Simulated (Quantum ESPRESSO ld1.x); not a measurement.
Values are calculated unless marked as measured or tabulated.
Species: Tb2+. Configuration: [Xe] 4f9. Level of theory: Dirac Kohn-Sham, Engel-Vosko exchange with Perdew-Wang LDA correlation, spin-unpolarised, spherical densities, point nucleus; open shells fill j = l - 1/2 first (ld1.x of Quantum ESPRESSO 7.5).

Unscreened Slater integrals over Kohn-Sham orbitals (eV). Large and small components are both included.

| integral | value |
|---|---|
| F0(4f7/2,4f7/2) | 28.485 |
| F2(4f7/2,4f7/2) | 13.068 |
| F4(4f7/2,4f7/2) | 8.1130 |
| F6(4f7/2,4f7/2) | 5.8133 |
| F0(4f7/2,4f5/2) | 28.744 |
| F2(4f7/2,4f5/2) | 13.205 |
| F4(4f7/2,4f5/2) | 8.2015 |
| G2(4f7/2,4f5/2) | 13.176 |
| G4(4f7/2,4f5/2) | 8.1842 |
| G6(4f7/2,4f5/2) | 5.8655 |
| F0(4f7/2,5p3/2) | 18.290 |
| F2(4f7/2,5p3/2) | 6.3328 |
| G2(4f7/2,5p3/2) | 3.5439 |
| G4(4f7/2,5p3/2) | 2.6647 |
| F0(4f7/2,5p1/2) | 19.247 |
| G4(4f7/2,5p1/2) | 3.0416 |
| F0(4f5/2,4f5/2) | 29.007 |
| F2(4f5/2,4f5/2) | 13.347 |
| F4(4f5/2,4f5/2) | 8.2933 |
| F0(4f5/2,5p3/2) | 18.365 |
| F2(4f5/2,5p3/2) | 6.2884 |
| G2(4f5/2,5p3/2) | 3.4581 |
| G4(4f5/2,5p3/2) | 2.6110 |
| F0(4f5/2,5p1/2) | 19.333 |
| G2(4f5/2,5p1/2) | 3.9961 |
| F0(5p3/2,5p3/2) | 15.383 |
| F2(5p3/2,5p3/2) | 8.2681 |
| F0(5p3/2,5p1/2) | 15.862 |
| G2(5p3/2,5p1/2) | 8.4384 |
| F0(5p1/2,5p1/2) | 16.403 |
